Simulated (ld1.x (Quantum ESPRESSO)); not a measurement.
Pb (Z = 82), TM: configuration errors across variants

Pb (Z = 82), norm-conserving Troullier–Martins (Kleinman–Bylander form), made with ld1.x (Quantum ESPRESSO) 7.5 (LDA (PZ), scalar-relativistic). Core [Xe] 4f14, reference 5d10 6s2 6p1 (charge +1). Waves: 6p (bound): rc 2.70 bohr; 5d (bound): rc 2.15 bohr; 6s (bound): rc 1.65 bohr. Local part: the s channel. Core correction: Bessel-smoothed model core inside 0.85 bohr.

All-electron excitation energies from the reference (eV): (1) 5d10 6s2 6p2 -6.833; (2) 5d10 6s2 6p0 13.762; (3) 5d10 6s1 6p0 46.640; (4) 5d9 6s2 6p2 20.467; (5) 5d10 6s1 6p2 9.598; (6) 5d10 6s0 6p4 11.202; (7) 5d10 6s2 6p1.5 -4.223; (8) 5d10 6s2 6p1 spin -0.145; (9) 5d10 6s2 6p2 spin -7.285.

Spin tests fill each open shell by Hund’s rule, majority spin first.

2 further variants failed, have other tests or another functional or relativity, and are left out.

Errors AE − PS in meV (a dash: test not solved or not reliable):

```csv
change,(1),(2),(3),(4),(5),(6),(7),(8),(9),bound ghosts
base,+3.1,-9.1,-25,-134,-5.0,-23,+2.0,+0.7,+5.7,none
wave 5d (bound): rc 2.15 bohr becomes 5d (bound): rc 1.38 bohr,+3.0,-9.2,-26,-157,-4.7,-22,+1.9,+0.7,+5.8,none
wave 6p (bound): rc 2.70 bohr becomes 6p (bound): rc 2.64 bohr,+3.1,-9.0,-25,-138,-5.5,-25,+2.0,+0.8,+6.0,none
core correction Bessel-smoothed model core inside 2.00 bohr,+3.2,-8.9,-24,-116,-4.6,-21,+2.0,+0.8,+6.0,none
wave 6s (bound): rc 1.65 bohr becomes 6s (bound): rc 1.42 bohr,+2.3,-10.0,+4.2,-9.0,-14,-113,+1.7,+1.1,+5.7,none
"all radii but the core radius scaled by about 0.95 (s 1.56, p 2.56, d 2.04 bohr)",+2.9,-9.1,-19,-122,-6.9,-35,+1.9,+1.0,+6.1,none
wave 6s (bound): rc 1.65 bohr becomes 6s (bound): rc 2.02 bohr,+3.3,-9.0,-33,-169,-4.9,-17,+2.0,+0.6,+5.8,none
```

Problem. Give the same row for: all radii but the core radius scaled by about 0.96 (s 1.58, p 2.60, d 2.06 bohr).

Solution. +3.0, -9.0, -22, -138, -6.1, -29, +2.0, +1.0, +6.2; bound ghosts: none.
